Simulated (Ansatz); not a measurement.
Energy needed to pull apart SnH$_{3}$Cl (SMILES [Cl][SnH3]), singlet, into free ground-state atoms, from the structure below (displaced at random from a GFN2-xTB minimum); no zero-point or spin–orbit terms; open-shell atoms are treated unrestricted, in their ground-state multiplicity.

```
5
angstrom
Cl -1.8153 0.3724 0.9913
Sn 0.1523 -0.0353 -0.0999
H -0.1586 0.3953 -1.7669
H 0.6240 -1.7150 0.1201
H 1.2573 0.9384 0.6714
```

Program: Ansatz 0.2.0. Basis: def2-TZVPP. Cores are frozen in the correlated methods. Filled d shells of the heavier atoms are correlated. Core potentials replace the inner electrons of the atoms past krypton. The def2 sets are not built for correlating such inner shells, so the correlated values are less sure here.

```csv
method,atomization energy (eV)
PBE-D4,11.67
r2SCAN-D4,?
B97M-V,?
PBE0-D4,11.64
r2SCANh-D4,11.79
wB97M-V,11.88
HF,8.62
MP2,11.37
CCSD,11.52
CCSD(T),11.67
```

Task: What does r2SCAN-D4 give? (An estimate is asked for; the value comes from the calculation.)

Result: The calculation gives: 11.84 eV, which is about 0.17 eV more than CCSD(T)/def2-TZVPP.

Task: What does B97M-V give? (To be estimated.)

Result: The calculation gives: 12.34 eV, which is about 0.67 eV more than CCSD(T)/def2-TZVPP.

In triple zeta the MP2 and coupled-cluster atomization energies are still short of their basis limit by a few kcal/mol a bond, whereas those of the functionals are nearly converged, so these differences are not deviations from converged CCSD(T).

The T1 diagnostic stays at or below 0.012.

For scale, one of the runs: CCSD(T)/def2-TZVPP forces, 134 basis functions (an equivalent command: `ansatz run in.yaml --threads 4`). Time: 50 s of wall clock on 4 CPU threads; the host was shared. Peak host memory: 1.3 GiB.
